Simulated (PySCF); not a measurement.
## `F[Si@H]([SiH3])N[SiH3]`: 4 charge schemes on one density

FH8NSi3.
Cartesian coordinates in Å at the GFN2-xTB level; atoms count from 1:
```
atom  x, y, z in Å
F1     0.9216   -1.8352    1.5156
Si2    0.5161   -1.0916    0.1320
Si3    2.1122    0.4615   -0.4225
N4    -0.9923   -0.3553    0.5487
Si5   -2.0432    0.6389   -0.4020
H6     0.3128   -2.2447   -0.7510
H7     1.6791    1.3281   -1.5244
H8     3.3405   -0.2031   -0.8772
H9     2.5143    1.3495    0.6746
H10   -1.4303   -0.7667    1.3590
H11   -2.9485    1.2845    0.5478
H12   -2.8028   -0.1542   -1.3769
H13   -1.1840    1.5889   -1.1060
```

Density: PBE0/pcSseg-1 (PySCF); schemes: Mulliken, IAO, Hirshfeld and ESP-fitted. One conformer (not necessarily the lowest) at the GFN2-xTB geometry, without solvent, vibrations or thermal averaging. GFN2-xTB frequencies show an imaginary mode (29i cm⁻¹), so this geometry is no minimum at that level.

Task: At which atom do the 4 schemes differ most?

Result: At Si2: from +0.389 (Hirshfeld) to +1.073 e (IAO), 0.684 e apart.

Task: For which atoms does the sign change between the 4 schemes (beyond +0.03 e in one, beyond −0.03 e in another)?

Result: For none.

Task: Do the Mulliken, IAO, Hirshfeld and ESP-fitted schemes agree on where the charge is lowest?

Result: All schemes agree: Mulliken N4 (-0.833); IAO N4 (-0.957); Hirshfeld N4 (-0.336); ESP-fitted N4 (-0.814).

Task: What partial charge does each atom carry?

Result: In e:

```
atom                      environment  Mulliken     IAO  Hirshfeld  ESP-fitted
  F1           silicon-bound fluorine    -0.436  -0.544     -0.214      -0.337
 Si2           fluorine-bound silicon    +0.900  +1.073     +0.389      +0.732
 Si3                     SiH3 silicon    +0.099  +0.235     +0.216      +0.095
  N4  nitrogen bridging silicon atoms    -0.833  -0.957     -0.336      -0.814
 Si5                     SiH3 silicon    +0.630  +0.753     +0.355      +0.542
  H6                    Si–H hydrogen    -0.120  -0.161     -0.087      -0.137
  H7                    Si–H hydrogen    -0.056  -0.093     -0.072      -0.045
  H8                    Si–H hydrogen    -0.054  -0.093     -0.072      -0.061
  H9                    Si–H hydrogen    -0.042  -0.082     -0.063      -0.029
 H10                     N–H hydrogen    +0.224  +0.279     +0.122      +0.387
 H11                    Si–H hydrogen    -0.101  -0.125     -0.074      -0.107
 H12                    Si–H hydrogen    -0.102  -0.152     -0.087      -0.121
 H13                    Si–H hydrogen    -0.109  -0.134     -0.077      -0.104
```

Mean size of the charges over all atoms: IAO 0.360 e, Mulliken 0.285 e, ESP-fitted 0.270 e, Hirshfeld 0.167 e. Each set sums to the total charge, 0, to within 0.001 e. The ESP scheme is a least-squares fit of atom-centred charges to the potential on four shells outside the van der Waals surface, with the total charge fixed. The IAO scheme projects the occupied orbitals on a minimal set of polarised atomic orbitals and counts the electrons in each atom's part of it.

Task: How closely do the schemes follow one another over all atoms?

Result: Correlation coefficient and root-mean-square difference: Mulliken with IAO 1.00, 0.089 e; Mulliken with ESP-fitted 0.99, 0.075 e; IAO with ESP-fitted 0.98, 0.142 e; IAO with Hirshfeld 0.97, 0.299 e; Mulliken with Hirshfeld 0.96, 0.225 e; Hirshfeld with ESP-fitted 0.95, 0.194 e.

Task: How many electrons does the Hirshfeld scheme count on Si5?

Result: Z − q = 14 − (+0.355) = 13.645.

Task: Sum the charges by element, for elements with more than one atom.

Result: 
| element | atoms | Mulliken | IAO | Hirshfeld | ESP-fitted |
| --- | --- | --- | --- | --- | --- |
| Si | 3 | +1.629 | +2.061 | +0.961 | +1.369 |
| H | 8 | -0.360 | -0.560 | -0.411 | -0.218 |
